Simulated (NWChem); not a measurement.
System: BGeH₃ClF; SMILES [B](Cl)([GeH3])F

Here is an NWChem input.

```
start job
memory heap 200 mb stack 900 mb global 1100 mb
geometry units angstroms noautoz
  B     -0.429789    -0.681351     0.057624
  Cl     0.599247    -1.919287    -0.645551
  F     -1.553716    -1.081717     0.612391
  Ge     0.124721     1.317194     0.002991
  H     -0.920267     2.222909     0.677056
  H      1.477171     1.495937     0.716430
  H      0.303756     1.762053    -1.459914
end
basis spherical
  B library def2-svp
  Cl library def2-svp
  F library def2-svp
  Ge library def2-svp
  H library def2-svp
end
dft
  xc scan
  iterations 150
  mulliken
end
task dft energy
```

Geometry: optimised at PBE0/def2-SVP.

Task: What results follow from this input? (SCAN/def2-SVP.) Quantities: energy (Ha); highest occupied level (eV); orbital gap (eV); dipole (D).

Result: The energy (Ha) is -2663.46. The highest occupied level (eV) comes out as -7.57 and the orbital gap (eV) comes out as 5.40. The dipole (D) is 0.43.
